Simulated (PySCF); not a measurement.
Compound: C3H5BN2Si.
Atom-mapped SMILES: `[N:1]#[C:2][B:3]([C:4]#[N:5])[CH2:6][SiH3:7]` (hydrogens: H8, H9 on C6; H10, H11, H12 on Si7)

Torsions of this conformer, `[N:1]#[C:2][B:3]([C:4]#[N:5])[CH2:6][SiH3:7]`: C2–B3–C6–Si7 -89°.

The closed-shell ground state was solved at several levels (PySCF, density fitting, gas phase, non-relativistic). One conformer (not necessarily the lowest) at the PBE0-D3(BJ)/def2-SVP geometry, without solvent, vibrations or thermal averaging.

| level | basis functions | total energy (Eh) | HOMO (eV) | LUMO (eV) | gap (eV) | dipole (D) |
| --- | --- | --- | --- | --- | --- | --- |
| PBE0/IGLO-III | 304 | -540.8327 | -9.84 | -3.68 | 6.16 | 4.36 |
| LC-wPBE/pcSseg-1 | 151 | -540.8399 | -12.63 | -1.50 | 11.13 | 4.28 |
| B3LYP/def2-SVPD | 184 | -540.9191 | -9.62 | -3.85 | 5.77 | 4.32 |
| PBE0/def2-TZVP | 253 | -540.8277 | -9.82 | -3.65 | 6.17 | 4.32 |
| CAM-B3LYP/pcSseg-1 | 151 | -541.0020 | -11.21 | -2.55 | 8.66 | 4.25 |
| wB97X-D/def2-SVPD | 184 | -540.7931 | -11.73 | -1.91 | 9.82 | 4.33 |
| mPW1PW91/pcSseg-1 | 151 | -541.0607 | -9.90 | -3.67 | 6.23 | 4.29 |
| BP86/pcSseg-1 | 151 | -541.1529 | -8.64 | -4.55 | 4.09 | 4.27 |

Question: What might LC-wPBE/def2-SVPD (184 basis functions) give for the same quantities?

Answer: Total energy -540.6064 Eh, HOMO -12.62 eV, LUMO -1.52 eV, gap 11.10 eV, dipole 4.35 D.

Question: Over all these levels, which gives the widest orbital gap and which the narrowest?

Answer: LC-wPBE/pcSseg-1 (range-separated hybrid) has the widest, 11.13 eV, and BP86/pcSseg-1 (GGA) the narrowest, 4.09 eV. The two share the basis. From the narrowest to the widest the HOMO moves by -3.99 eV and the LUMO by +3.05 eV.

Question: How far do the dipole and the HOMO energy spread over the levels?

Answer: The dipole runs from 4.25 to 4.36 D (mean 4.31 D) and the HOMO from -12.63 to -8.64 eV.

The pairwise dispersion term of wB97X-D wasn't added to the energies; at a given geometry it leaves orbitals and properties as they are.
